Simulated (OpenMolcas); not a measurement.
Pt2+: ligand-field states by method

Pt2+ with 6 ligands (oxide) in octahedral coordination (Oh) at 2.3 Å. A charge of +1.67 e stands 2.4 Å behind each ligand. Ligand basis ANO-RCC-VDZP.

```json
{
 "Program": "OpenMolcas",
 "Basis": "ANO-RCC-VDZP [7s6p4d2f]",
 "Scalar Hamiltonian": "DKH2, point nucleus",
 "Active space": "8 electrons in 5 orbitals (5d)",
 "State averaging": "2S+1 = 3 even, 10 roots; 2S+1 = 1 even, 15 roots",
 "Spin-orbit coupling": "state interaction with AMFI integrals over the reference wave functions"
}
```

I. CASSCF
II. SS-CASPT2, IPEA 0.25 Eh, imaginary shift 0.1 Eh (closed shells correlated: 5s 5p and the ligand valence shells)

Spin-free states (labels of O, the rotations of Oh) in cm-1, each column counted from its own energy of the first state listed:

```json
{"State": "3A2", "Degeneracy": "1", "I": "0", "II": "0"}
{"State": "3T2", "Degeneracy": "3", "I": "8504", "II": "9290"}
{"State": "1E", "Degeneracy": "2", "I": "11957", "II": "8860"}
{"State": "3T1", "Degeneracy": "3", "I": "13878", "II": "14040"}
{"State": "1A1", "Degeneracy": "1", "I": "19741", "II": "16220"}
{"State": "1T2", "Degeneracy": "3", "I": "20530", "II": "18470"}
{"State": "3T1", "Degeneracy": "3", "I": "23654", "II": "22690"}
{"State": "1T1", "Degeneracy": "3", "I": "24236", "II": "22390"}
{"State": "1E", "Degeneracy": "2", "I": "31331", "II": "30550"}
{"State": "1T2", "Degeneracy": "3", "I": "31704", "II": "30870"}
{"State": "1A1", "Degeneracy": "1", "I": "52619", "II": "47020"}
```

From I to II, I's first state of the same spin (3T2) moves from 8504 to 9290 cm-1, by about +780 cm-1.

From I to II, I's first state of another spin (1E) moves from 11957 to 8860 cm-1, by about -3100 cm-1.

I: A least-squares ligand-field fit to the states below 45000 cm-1, each weighted by its degeneracy and with a free common offset, gives 10Dq = 8913 cm-1, B = 778 cm-1 and C = 3226 cm-1 (C/B = 4.15), with an rms deviation of 127 cm-1. The same method and metal basis give the free ion B = 847 cm-1 (fit to its terms below 60000 cm-1, rms deviation 6 cm-1), so the nephelauxetic ratio is β = 778 / 847 = 0.92; it hangs on how both fits weigh the states, and computed free-ion B values tend to be too large, so β mixes covalency with correlation.

χT at 300 K: I 2.15, II 2.10 cm3 K/mol.

The states above are spin-free; spin-orbit coupling is strong here and shifts and splits them by thousands of cm-1.

Roots that are degenerate in the reference are averaged as groups; the widest CASPT2 spread within a group is 240 cm-1 (the 3-fold group of multiplicity 3 near 22700 cm-1 above the lowest state of its run, II). Shifts and gaps below about the spread of the groups concerned are not significant. Over all roots computed the reference weight is 0.63 to 0.64 in II; a low but even weight reflects the number of correlated electrons. Real 4d8 and 5d8 ions are as a rule square planar and diamagnetic. The oxide ions are held by bare point charges, a crude embedding. Ligand-to-metal charge-transfer states are missing. With no ligand orbital active B as a rule stays too high, so bands that hang on it stand too high and its fall with covalency is understated. Without dynamic correlation the repulsion within the d shell is too large (B by tens of per cent), so at a given field states of lower spin stand too high (holds for I). With metal d orbitals alone the field can be off either way by tens of per cent (holds for I). With one d shell and no ligand orbital active, 10Dq can be off by a tenth or more (holds for II). Free-ion shares, where given, are those of the reference states; single-state CASPT2 does not remix them (holds for II). The distance lies 6 % over the 2.18 Å that this model takes as the normal distance (a Shannon-type radius plus a fixed donor radius); by an R⁻⁵ law this alone changes a d-shell field by about -24 %. No measured value stands beside these numbers; the geometry was imposed, not optimised, and the real ion may take another.
